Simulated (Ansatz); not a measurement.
Gas-phase electronic energies from Ansatz, PBE0-D4/def2-TZVP geometries. CCSD(T)/CBS is the MP2 limit (def2-TZVPP, def2-QZVPP) plus CCSD(T) − MP2 in def2-TZVPP, frozen cores. This one scheme is used for every species. DFT in def2-TZVPP. Each species was taken in one conformer, which may not be the lowest.

`CN([SiH3])B[SiH3]` → `CNB[SiH3]` + `[SiH2]`  (silylene loss)

`CN([SiH3])B[SiH3]`:

```xyz
15

C    -0.716   -1.688   -1.079
N    -0.188   -0.523   -0.373
Si    1.210    0.217   -1.128
B    -0.774   -0.060    0.809
Si   -0.131    1.541    1.876
H     0.035   -2.481   -1.144
H    -1.017   -1.426   -2.098
H    -1.586   -2.075   -0.548
H     1.649    1.374   -0.317
H     2.299   -0.790   -1.232
H     0.849    0.651   -2.504
H    -1.733   -0.668    1.210
H     1.270    1.378    2.365
H    -0.995    1.739    3.073
H    -0.171    2.809    1.088
```

`CNB[SiH3]`:

Cartesian coordinates in Å:
```
C 1.797 0.589 0.987
N 0.737 -0.090 0.275
B -0.508 0.419 -0.049
Si -1.842 -0.708 -1.053
H 2.057 0.062 1.910
H 1.463 1.594 1.244
H 2.700 0.669 0.374
H 0.974 -1.033 0.004
H -0.751 1.545 0.292
H -3.102 -0.896 -0.276
H -2.224 -0.084 -2.352
H -1.301 -2.069 -1.356
```

`[SiH2]`:

Z-matrix (Å, degrees):
```
Si
H 1 1.525
H 1 1.525 2 91.2
```

```json
{"level": "PBE-D4", "ΔE (kcal/mol)": "62.0", "difference from CCSD(T)/CBS": "-1.3"}
{"level": "PBE0-D4", "ΔE (kcal/mol)": "64.4", "difference from CCSD(T)/CBS": "1.1"}
{"level": "ωB97M-V", "ΔE (kcal/mol)": "61.7", "difference from CCSD(T)/CBS": "-1.6"}
{"level": "B2PLYP", "ΔE (kcal/mol)": "60.9", "difference from CCSD(T)/CBS": "-2.4"}
{"level": "r2SCAN", "ΔE (kcal/mol)": "65.9", "difference from CCSD(T)/CBS": "2.6"}
{"level": "PBE0", "ΔE (kcal/mol)": "61.7", "difference from CCSD(T)/CBS": "-1.6"}
{"level": "HF/def2-TZVPP", "ΔE (kcal/mol)": "57.7", "difference from CCSD(T)/CBS": "-5.6"}
{"level": "CCSD/def2-TZVPP", "ΔE (kcal/mol)": "60.4", "difference from CCSD(T)/CBS": "-2.9"}
{"level": "CCSD(T)/def2-TZVPP", "ΔE (kcal/mol)": "61.7", "difference from CCSD(T)/CBS": "-1.6"}
{"level": "HF/def2-QZVPP", "ΔE (kcal/mol)": "58.0", "difference from CCSD(T)/CBS": "-5.3"}
{"level": "CCSD(T)/CBS", "ΔE (kcal/mol)": "63.3", "difference from CCSD(T)/CBS": "0"}
```

Largest T1 diagnostic among the species: 0.014.

In def2-TZVPP, CCSD(T) changes the Hartree–Fock value by +4.0 kcal/mol (the triples alone add +1.3 kcal/mol) and MP2 by +9.5 kcal/mol. From PBE to PBE0 (25 % exact exchange), in def2-TZVPP and without D4, ΔE moves by +2.8 kcal/mol. The D4 term adds +5.0 kcal/mol with B3LYP and +2.7 kcal/mol with PBE0; it sums over pairs of atoms, weighted by their polarisabilities, and B3LYP, whose exchange is more repulsive, gets the larger term.

B3LYP here is the variant with VWN-RPA as its local correlation; programs differ in this.
